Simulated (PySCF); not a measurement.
CH₄F₂GeO, SMILES [F][Ge]([OH])([CH3])[F].

Coordinates come from a r2SCAN-D4/def2-SVP optimisation. This is a generated structure with no PubChem entry under its InChIKey; it may be hypothetical. The values are those of a single conformer.

Computed with HF/def2-TZVP (PySCF).

Symmetry labels are those of the subgroup Cs that the program uses (full group Cs).

Computed valence orbital energies around the gap with their symmetry:
| orbital | symmetry | energy (eV) |
|---|---|---|
| HOMO−7 | A' | -17.61 |
| HOMO−6 | A" | -17.25 |
| HOMO−5 | A" | -16.80 |
| HOMO−4 | A' | -16.10 |
| HOMO−3 | A" | -16.08 |
| HOMO−2 | A' | -15.21 |
| HOMO−1 | A" | -14.44 |
| HOMO | A' | -13.75 |
| LUMO | A' | 3.10 |
| LUMO+1 | A' | 3.93 |
| LUMO+2 | A" | 5.21 |
| LUMO+3 | A' | 5.28 |
